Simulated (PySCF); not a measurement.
**Radial density of Nb+ (niobium, charge +1)**

UHF, [Kr] 4d4, high-spin 5D determinant. All numbers are calculated (PySCF 2.14, the spin-free X2C one-electron Hamiltonian (Gaussian nucleus), in aug-cc-pwCVTZ-DK).

```json
{"r (bohr)": "0.0320", "4πr²ρ (e/bohr)": "49.68", "4πr²(ρα − ρβ)": "-0.0048"}
{"r (bohr)": "0.0539", "4πr²ρ (e/bohr)": "43.46", "4πr²(ρα − ρβ)": "-0.0089"}
{"r (bohr)": "0.0906", "4πr²ρ (e/bohr)": "59.46", "4πr²(ρα − ρβ)": "0.0133"}
{"r (bohr)": "0.152", "4πr²ρ (e/bohr)": "54.04", "4πr²(ρα − ρβ)": "0.1848"}
{"r (bohr)": "0.256", "4πr²ρ (e/bohr)": "40.40", "4πr²(ρα − ρβ)": "0.3968"}
{"r (bohr)": "0.431", "4πr²ρ (e/bohr)": "42.88", "4πr²(ρα − ρβ)": "0.1273"}
{"r (bohr)": "0.726", "4πr²ρ (e/bohr)": "12.28", "4πr²(ρα − ρβ)": "0.1826"}
{"r (bohr)": "1.22", "4πr²ρ (e/bohr)": "9.878", "4πr²(ρα − ρβ)": "1.8870"}
{"r (bohr)": "2.05", "4πr²ρ (e/bohr)": "3.167", "4πr²(ρα − ρβ)": "1.7753"}
{"r (bohr)": "3.45", "4πr²ρ (e/bohr)": "0.4112", "4πr²(ρα − ρβ)": "0.3904"}
{"r (bohr)": "5.81", "4πr²ρ (e/bohr)": "0.01443", "4πr²(ρα − ρβ)": "0.0144"}
{"r (bohr)": "9.77", "4πr²ρ (e/bohr)": "3.223e-05", "4πr²(ρα − ρβ)": "0.0000"}
```

Densities and radii are taken from the X2C orbitals without a picture-change correction, which distorts them close to the nucleus.

Task: Where is the radial spin density 4πr²(ρα − ρβ) most negative, and why is it negative at all?

Result: Around r = 0.0539 bohr, down to -0.0089 e/bohr: exchange with the open shell polarises the paired shells in an unrestricted calculation.
